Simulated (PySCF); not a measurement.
Atom-mapped SMILES (the numbers label the heavy atoms): `[F:1][SiH:2]1[CH2:3][CH2:4][PH:5][CH2:6][CH2:7]1`. Hydrogens are named by the atom that carries them. Ha(C3), Ha(C4), Ha(C6), Ha(C7) are cis to F1 on the ring; Hb(C3), Hb(C4), Hb(C6), Hb(C7) are trans to F1 on the ring.

Level of theory: GIAO PBE0/pcSseg-1 shieldings, geometry: GFN2-xTB, in PySCF (equivalent nuclei averaged, one computed conformer, non-relativistic Hamiltonian, gas phase).

Scale: ¹³C, ¹H, ²⁹Si vs TMS; ¹⁹F vs CFCl3; H3PO4 for ³¹P (reference shieldings calculated alike).

```json
{"atoms": "Ha(C3)/Ha(C7)", "nucleus": "¹H", "count": "2", "δ (ppm)": "1.54"}
{"atoms": "Hb(C4)/Hb(C6)", "nucleus": "¹H", "count": "2", "δ (ppm)": "?"}
{"atoms": "Ha(C4)/Ha(C6)", "nucleus": "¹H", "count": "2", "δ (ppm)": "2.30"}
{"atoms": "F1", "nucleus": "¹⁹F", "count": "1", "δ (ppm)": "-215.8"}
{"atoms": "Hb(C3)/Hb(C7)", "nucleus": "¹H", "count": "2", "δ (ppm)": "?"}
{"atoms": "H(P5)", "nucleus": "¹H", "count": "1", "δ (ppm)": "3.61"}
{"atoms": "H(Si2)", "nucleus": "¹H", "count": "1", "δ (ppm)": "5.04"}
{"atoms": "Si2", "nucleus": "²⁹Si", "count": "1", "δ (ppm)": "16.3"}
{"atoms": "C4/C6", "nucleus": "¹³C", "count": "2", "δ (ppm)": "?"}
{"atoms": "C3/C7", "nucleus": "¹³C", "count": "2", "δ (ppm)": "16.0"}
{"atoms": "P5", "nucleus": "³¹P", "count": "1", "δ (ppm)": "-106.1"}
```

**Question.** Estimate the values marked ?.

**Answer.** 
- C4/C6: 21.4 ppm, sp3 CH2 bonded to P
- Hb(C4)/Hb(C6): 1.95 ppm, hydrogen on an sp3 CH2 bonded to P
- Hb(C3)/Hb(C7): 0.67 ppm, hydrogen on an sp3 CH2 bonded to Si; an electropositive neighbour shields it, as in TMS itself

Shifts are as computed. Against solution values, carbons near 30 ppm lie about +3 ppm off and those near 130 ppm about +5 ppm. Of 1211 compounds with measured shifts, 218 miss one by over three times the rms of a fit or turn the order of signals round; such compounds aren't used in these exercises. Unscaled 19F shifts against computed CFCl3 carry errors that often reach 10 to 50 ppm. Experimental scales use liquid or dissolved standards, which lie at an offset from isolated H3PO4.
